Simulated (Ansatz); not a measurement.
Computed with Ansatz on PBE0-D4/def2-TZVP structures; ΔE is electronic, products minus reactants. CBS: MP2 limit from def2 TZ/QZ plus the TZ coupled-cluster correction, frozen cores. DFT in def2-TZVPP. B3LYP here is the variant with VWN-RPA as its local correlation; programs differ in this. For Ge, Se outer-core shells are correlated without core-valence functions, which leaves a few kJ/mol of doubt a bond. Scalar relativity is left out up to krypton. One conformer a species, not always the lowest.

Consider the formal exchange of groups at the Se–Ge bond: `C[O][GeH2][SeH]` + `CC[SiH3]` → `[SiH3]CC[SeH]` + `C[O][GeH3]`.

```tsv
level	ΔE (kcal/mol)	difference from CCSD(T)/CBS
PBE-D4	27.4	0.5
B3LYP-D4	27.4	0.5
ωB97M-V	27.3	0.4
B2PLYP	27.3	0.4
PBE0	27.9	1.0
MP2/def2-TZVPP	26.9	0.0
SCS-MP2/def2-TZVPP	26.3	-0.6
CCSD/def2-TZVPP	26.6	-0.3
MP2/CBS(def2)	27.4	0.5
CCSD/CBS(def2)	27.1	0.2
CCSD(T)/CBS	26.9	0
```

Largest T1 diagnostic among the species: 0.011.

In def2-TZVPP, CCSD(T) changes the Hartree–Fock value by −1.7 kcal/mol (the triples alone add −0.2 kcal/mol) and MP2 by −1.2 kcal/mol.
